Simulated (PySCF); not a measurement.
# How a change of structure moves an absorption spectrum

Computed with TDDFT CAM-B3LYP/def2-SVPD, vertical, gas phase, core orbitals frozen in the response (PySCF). Geometries: GFN2-xTB; one conformer of each isolated species. Triplets are in the Tamm–Dancoff approximation.

Parent: `FC[Si@@H]1CCN1`, with lowest singlet excitation energy 5.77 eV, HOMO energy -8.20 eV, lowest triplet energy 5.47 eV, LUMO energy 1.01 eV. Its spectrum: 215 nm (f 0.006); 189 nm (f 0.007); 181 nm (f 0.016); 174 nm (f 0.032); 166 nm (f 0.004).

Shifts from the parent:

```json
{"change": "H on C replaced by CH=NH", "SMILES": "[H]/N=C\\[C@@H]1C[Si@H](CF)N1", "Δ S1 (eV)": "-0.55", "Δ HOMO (eV)": "-0.46", "Δ T1 (eV)": "-1.03", "Δ LUMO (eV)": "-0.45"}
{"change": "H on C replaced by ethynyl", "SMILES": "C#C[C@@H]1C[Si@H](CF)N1", "Δ S1 (eV)": "+0.05", "Δ HOMO (eV)": "-0.22", "Δ T1 (eV)": "-0.14", "Δ LUMO (eV)": "-0.23"}
```

Task: Predict the same shifts for this change: H on C replaced by CH3 (`C[C@@H]1C[Si@@H](CF)N1`).

Result: Δ lowest singlet excitation energy +0.11 eV, Δ HOMO energy +0.06 eV, Δ lowest triplet energy +0.09 eV, Δ LUMO energy +0.10 eV. Spectrum: 211 nm (f 0.010); 193 nm (f 0.007); 176 nm (f 0.021); 172 nm (f 0.030); 170 nm (f 0.029). S1 falls most with H on C replaced by CH=NH (-0.55 eV), and it rises most with H on C replaced by CH3 (+0.11 eV). S1 is simply the lowest singlet of each species and needn't be the same kind of state throughout.
